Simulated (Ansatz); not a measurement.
Si(vinyl)3Br (C₆H₉BrSi). Total charge 0; triplet. Geometry r2SCAN-D4/def2-SVP, that of the neutral singlet; atoms count from 1.

```
atom   x (Å)   y (Å)   z (Å)
 Si1  -0.055   0.021   0.060
  C2   0.639  -1.673   0.437
  C3   0.315  -2.449   1.481
  H4   1.384  -2.056  -0.279
  H5  -0.420  -2.128   2.229
  H6   0.769  -3.436   1.631
  C7  -0.910  -0.001  -1.601
  C8  -2.204   0.265  -1.832
  H9  -0.276  -0.259  -2.465
 H10  -2.890   0.528  -1.017
 H11  -2.631   0.230  -2.841
 C12   1.325   1.281   0.043
 C13   1.430   2.354   0.840
 H14   2.121   1.112  -0.700
 H15   0.673   2.581   1.600
 H16   2.275   3.050   0.766
Br17  -1.543   0.578   1.648
```

At PBE0-D4/def2-TZVP a singlet of charge 0 lies 4.00 eV below the triplet at the same geometry.

Estimate the Mulliken populations from the PBE0/def2-TZVP orbitals of Ansatz.


```
atom  charge (e)  spin (α − β)
 Si1        0.50          0.00
  C2       -0.23          0.01
  C3       -0.25          0.04
  H4        0.12          0.00
  H5        0.14          0.00
  H6        0.13          0.00
  C7       -0.23          0.01
  C8       -0.25          0.04
  H9        0.12          0.00
 H10        0.14          0.00
 H11        0.13          0.00
 C12       -0.19          0.94
 C13       -0.30          1.11
 H14        0.13         -0.05
 H15        0.15         -0.05
 H16        0.14         -0.05
Br17       -0.25          0.00
```
Mulliken values depend strongly on the basis.

Where does the spin sit?

Summed by element: Si 0.00, C 2.15, H -0.15, Br 0.00, of 2 unpaired in all. Largest on single atoms: C13 1.11, C12 0.94, H16 -0.05.

And the Mayer bond orders between heavy atoms (over 0.3)?

Si1–C2 1.00 (1.87 Å); Si1–C7 1.00 (1.87 Å); Si1–C12 1.07 (1.87 Å); Si1–Br17 1.04 (2.25 Å); C2–C3 1.94 (1.34 Å); C7–C8 1.94 (1.34 Å); C12–C13 0.98 (1.34 Å).
